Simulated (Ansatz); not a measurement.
## Nudged elastic band run: BrH$_{5}$SSi

The input (input.yaml):

```yaml
crystal:
  periodic: [false, false, false]
  atoms:
    - { symbol: Si, position_ang: [-0.329393, -1.098222, -0.003128] }
    - { symbol: S, position_ang: [1.421116, 0.06329, 0.52434] }
    - { symbol: H, position_ang: [-0.120513, -1.451482, -1.434348] }
    - { symbol: H, position_ang: [-0.404244, -2.332736, 0.832798] }
    - { symbol: H, position_ang: [-1.567844, -0.287856, 0.17646] }
    - { symbol: H, position_ang: [0.443049, 1.898933, -0.576291] }
    - { symbol: Br, position_ang: [-0.425554, 2.815866, -1.279962] }
    - { symbol: H, position_ang: [0.983383, 0.392008, 1.760031] }
basis:
  gaussian: { orbitals: def2-SVP }
hamiltonian:
  xc: pbe0
  dispersion: d4
neb:
  order_check: false
  images: 5
  f_tol: 0.05
  max_iterations: 60
  final_atoms:
    - { symbol: Si, position_ang: [-1.09973014, -0.69032278, -0.4348976] }
    - { symbol: S, position_ang: [2.28531219, 0.43236981, 0.5634232] }
    - { symbol: H, position_ang: [-0.048422, -1.1596606, -1.37327514] }
    - { symbol: H, position_ang: [-0.78492523, -1.04057137, 0.9747379] }
    - { symbol: H, position_ang: [-2.42334309, -1.25859867, -0.81691143] }
    - { symbol: H, position_ang: [1.62417556, 1.42947217, -0.06291139] }
    - { symbol: Br, position_ang: [-1.28544942, 1.53522345, -0.6027867] }
    - { symbol: H, position_ang: [1.73238213, 0.75188899, 1.75252115] }
  initial_path:
    images:
      - { positions_ang: [[-0.329393, -1.098222, -0.003128], [1.421116, 0.06329, 0.52434], [-0.120513, -1.451482, -1.434348], [-0.404244, -2.332736, 0.832798], [-1.567844, -0.287856, 0.17646], [0.443049, 1.898933, -0.576291], [-0.425554, 2.815866, -1.279962], [0.983383, 0.392008, 1.760031]] }
      - { positions_ang: [[-0.41123354, -0.99122683, -0.09074396], [1.45984407, 0.10084799, 0.59369233], [-0.14429603, -1.3248309, -1.50125512], [-0.37621507, -2.24302989, 0.69656558], [-1.59179459, -0.26028715, 0.29878326], [0.61600311, 1.78162424, -0.47105956], [-0.51919799, 2.44545052, -1.29813953], [0.96689004, 0.49125302, 1.77205699]] }
      - { positions_ang: [[-0.49307407, -0.88423166, -0.17835993], [1.49857214, 0.13840598, 0.66304467], [-0.16807906, -1.19817979, -1.56816225], [-0.34818614, -2.15332378, 0.56033317], [-1.61574518, -0.23271829, 0.42110653], [0.78895722, 1.66431547, -0.36582811], [-0.61284199, 2.07503504, -1.31631705], [0.95039709, 0.59049803, 1.78408297]] }
      - { positions_ang: [[-0.57491461, -0.77723649, -0.26597589], [1.53730021, 0.17596397, 0.732397], [-0.19186209, -1.07152869, -1.63506937], [-0.32015722, -2.06361767, 0.42410075], [-1.63969577, -0.20514944, 0.54342979], [0.96191132, 1.54700671, -0.26059667], [-0.70648598, 1.70461956, -1.33449458], [0.93390413, 0.68974305, 1.79610896]] }
      - { positions_ang: [[-0.74985312, -0.74826525, -0.32228313], [1.78663754, 0.26143258, 0.6760724], [-0.14404872, -1.10090599, -1.54780463], [-0.47507989, -1.72260224, 0.60764647], [-1.90091154, -0.55629919, 0.08998272], [1.18266607, 1.50782853, -0.19470158], [-0.89947379, 1.64815419, -1.09059195], [1.20006346, 0.71045836, 1.78157969]] }
      - { positions_ang: [[-0.92479163, -0.71929402, -0.37859036], [2.03597486, 0.3469012, 0.6197478], [-0.09623536, -1.1302833, -1.46053988], [-0.63000256, -1.3815868, 0.79119218], [-2.16212732, -0.90744893, -0.36346435], [1.40342082, 1.46865035, -0.12880648], [-1.09246161, 1.59168882, -0.84668932], [1.4662228, 0.73117368, 1.76705042]] }
      - { positions_ang: [[-1.09973014, -0.69032278, -0.4348976], [2.28531219, 0.43236981, 0.5634232], [-0.048422, -1.1596606, -1.37327514], [-0.78492523, -1.04057137, 0.9747379], [-2.42334309, -1.25859867, -0.81691143], [1.62417556, 1.42947217, -0.06291139], [-1.28544942, 1.53522345, -0.6027867], [1.73238213, 0.75188899, 1.75252115]] }
```

Launched with:

```bash
$ ansatz run input.yaml --threads 2 --pin off --max-ram 3072MiB --backend cpu --events-out ev --progress --plain --runs-dir out
```

Output, in part (warnings, iteration lines, the closing report on the highest movable image, with atoms numbered from 0):

```
NEB end point (image 0): max|allowed force component| = 2.710e-2 eV/Å (the criterion of neb.relax_end_points is 1.000e-2)
NEB end point (image 6): max|allowed force component| = 1.827e-2 eV/Å (the criterion of neb.relax_end_points is 1.000e-2)
NEB iter   1: max|band force component| = 8.065e0 eV/Å  barrier→ = 2.8668 eV  barrier← = 3.1127 eV  Δτ_max = 0.2000 Å  (168 SCF iters)
NEB iter   2: max|band force component| = 3.660e0 eV/Å  barrier→ = 1.4725 eV  barrier← = 1.7184 eV  Δτ_max = 0.2000 Å  (135 SCF iters)
NEB iter   3: max|band force component| = 1.904e0 eV/Å  barrier→ = 1.3185 eV  barrier← = 1.5644 eV  Δτ_max = 0.1953 Å  (139 SCF iters)
NEB iter   4: max|band force component| = 9.551e-1 eV/Å  barrier→ = 1.2199 eV  barrier← = 1.4658 eV  Δτ_max = 0.2000 Å  (130 SCF iters)
NEB iter   5: max|band force component| = 6.224e-1 eV/Å  barrier→ = 1.1064 eV  barrier← = 1.3523 eV  Δτ_max = 0.1976 Å  (132 SCF iters)
NEB iter   6: max|band force component| = 5.847e-1 eV/Å  barrier→ = 0.9826 eV  barrier← = 1.2285 eV  CI = image 2  Δτ_max = 0.2000 Å  (134 SCF iters)
NEB iter   7: max|band force component| = 1.977e0 eV/Å  barrier→ = 1.2620 eV  barrier← = 1.5079 eV  CI = image 2  Δτ_max = 0.1006 Å  (133 SCF iters)
NEB iter   8: max|band force component| = 1.638e0 eV/Å  barrier→ = 1.2834 eV  barrier← = 1.5293 eV  CI = image 2  Δτ_max = 0.1075 Å  (131 SCF iters)
NEB iter   9: max|band force component| = 3.467e-1 eV/Å  barrier→ = 1.1935 eV  barrier← = 1.4394 eV  CI = image 2  Δτ_max = 0.0388 Å  (132 SCF iters)
NEB iter  10: max|band force component| = 1.479e-1 eV/Å  barrier→ = 1.1839 eV  barrier← = 1.4298 eV  CI = image 2  Δτ_max = 0.0733 Å  (127 SCF iters)
NEB iter  11: max|band force component| = 1.513e-1 eV/Å  barrier→ = 1.1743 eV  barrier← = 1.4202 eV  CI = image 2  Δτ_max = 0.0366 Å  (125 SCF iters)
NEB iter  12: max|band force component| = 1.058e-1 eV/Å  barrier→ = 1.1685 eV  barrier← = 1.4144 eV  CI = image 2  Δτ_max = 0.0363 Å  (120 SCF iters)
NEB iter  13: max|band force component| = 1.256e-1 eV/Å  barrier→ = 1.1643 eV  barrier← = 1.4102 eV  CI = image 2  Δτ_max = 0.0182 Å  (124 SCF iters)
NEB iter  14: max|band force component| = 6.840e-2 eV/Å  barrier→ = 1.1624 eV  barrier← = 1.4083 eV  CI = image 2  Δτ_max = 0.0182 Å  (119 SCF iters)
NEB iter  15: max|band force component| = 5.905e-2 eV/Å  barrier→ = 1.1609 eV  barrier← = 1.4068 eV  CI = image 2  Δτ_max = 0.0362 Å  (121 SCF iters)
NEB iter  16: max|band force component| = 3.406e-2 eV/Å  barrier→ = 1.1592 eV  barrier← = 1.4051 eV  CI = image 2  Δτ_max = 0.0365 Å  (121 SCF iters)
NEB iter  17: max|band force component| = 6.321e-2 eV/Å  barrier→ = 1.1579 eV  barrier← = 1.4038 eV  CI = image 2  Δτ_max = 0.0362 Å  (25 SCF iters)
NEB iter  18: max|band force component| = 6.138e-2 eV/Å  barrier→ = 1.1580 eV  barrier← = 1.4039 eV  CI = image 2  Δτ_max = 0.0181 Å  (119 SCF iters)
NEB iter  19: max|band force component| = 4.182e-2 eV/Å  barrier→ = 1.1578 eV  barrier← = 1.4037 eV  CI = image 2  Δτ_max = 0.0068 Å  (108 SCF iters)
NEB iter  20: max|band force component| = 4.182e-2 eV/Å  barrier→ = 1.1577 eV  barrier← = 1.4035 eV  CI = image 2  Δτ_max = 0.0000 Å  (146 SCF iters)
Total energy: -88810.69550895 eV, -3263.7328619024 hartree
Atom 0 at    -0.555745    -0.697358    -0.236539 Å, force    -0.000469     0.009903    -0.006134 eV/Å
Atom 1 at     1.554495     0.250943     0.560353 Å, force    -0.003272    -0.004080    -0.004509 eV/Å
Atom 2 at    -0.272884    -1.148911    -1.621291 Å, force     0.000276    -0.003073    -0.000179 eV/Å
Atom 3 at    -0.206355    -1.873825     0.640585 Å, force     0.002536    -0.004169     0.002610 eV/Å
Atom 4 at    -1.954555    -0.415238     0.186942 Å, force     0.004982     0.002808     0.002014 eV/Å
Atom 5 at     1.071871     1.393828    -0.150474 Å, force     0.002532    -0.001649     0.006628 eV/Å
Atom 6 at    -0.666120     1.819768    -1.113778 Å, force    -0.004735    -0.001875    -0.002026 eV/Å
Atom 7 at     1.029292     0.670595     1.734102 Å, force    -0.001849     0.002135     0.001597 eV/Å
Dipole moment:     0.412948    -0.320882     0.555387 e Å
```

The forces met the threshold. The band force fell under the threshold earlier too, but the program's further tests of the path sent the band on. A vibrational analysis at the climbing image gives one clearly imaginary mode, 340i cm⁻¹: a first-order saddle point. The orbitals stay closed-shell, which can raise the energy where a bond breaks towards radicals; this wasn't checked here.

Final band (atoms are numbered from 1 in the order of the input):

```tsv
image	path coordinate (Å)	energy (eV)	Si1–S2 (Å)	H6–Br7 (Å)	Si1–Br7 (Å)
0	0.00	0.00	2.17	1.45	4.12
1	0.92	0.25	2.21	1.50	3.31
2	1.84	1.16	2.45	2.03	2.67
3	2.56	0.68	2.97	2.29	2.36
4	3.27	-0.01	3.48	2.51	2.26
5	3.99	-0.22	3.78	2.85	2.24
6	4.71	-0.25	3.70	2.96	2.24
```

The run took 110 s on 2 threads of Intel(R) Xeon(R) 6975P-C (Granite Rapids), with other jobs on the host, peak memory 0.23 GiB.
